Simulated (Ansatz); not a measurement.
Species: CH₃Br₃Si, net charge 0, singlet state. SMILES: C[Si](Br)(Br)Br
Coordinates optimised at B3LYP-D3(BJ)/def2-TZVP (Ansatz, an electronic-structure program):
```
Si
C 1 1.8507
H 2 1.0906 1 109.79
H 2 1.0906 3 109.15 1 -120.39
H 2 1.0906 3 109.15 4 -119.22
Br 1 2.2232 2 110.17 3 -60.00
Br 1 2.2232 2 110.17 3 60.00
Br 1 2.2232 2 110.17 3 180.00
```

Quantity: vertical ionisation energy (to the doublet state of charge +1; each state is the SCF solution reached for its spin; the molecule has degenerate orbitals, so one determinant may break the symmetry; for the doublet the Hartree-Fock reference is unstable and T1 is 0.013), in eV. Cores are frozen in the correlated levels unless marked. UHF or UKS for open shells. No spin-orbit coupling. The frozen core is the preceding noble-gas configuration, with the filled d and f shells of earlier blocks. Non-relativistic.  The program attaches cautions to a run behind CCSD/def2-SVPD: other roots. The program attaches cautions to a run behind CCSD/def2-TZVPPD: other roots. The program attaches cautions to a run behind CCSD(T)/def2-TZVPPD: other roots.

| level | program | vertical ionisation energy (eV) |
|---|---|---|
| SVWN5/def2-TZVPD | Ansatz | 9.94 |
| PBE/def2-TZVPD | Ansatz | 9.75 |
| r2SCAN/def2-TZVPD | Ansatz | 10.04 |
| B3LYP/def2-TZVPD | Ansatz | 10.15 |
| PBE0/def2-TZVPD | Ansatz | 10.25 |
| BHLYP/def2-TZVPD | Ansatz | 10.56 |
| CAM-B3LYP/def2-TZVPD | Ansatz | 10.57 |
| wB97X-V/def2-TZVPD | Ansatz | 10.78 |
| B2PLYP/def2-TZVPD | Ansatz | 10.34 |
| RI-MP2/def2-TZVPPD | Ansatz | 11.03 |
| RI-MP2/def2-QZVPPD | Ansatz | 11.14 |
| CCSD/def2-SVPD | Ansatz | 10.63 |
| CCSD/def2-TZVPPD | Ansatz | 10.73 |
| CCSD(T)/def2-TZVPPD | Ansatz | 10.60 |
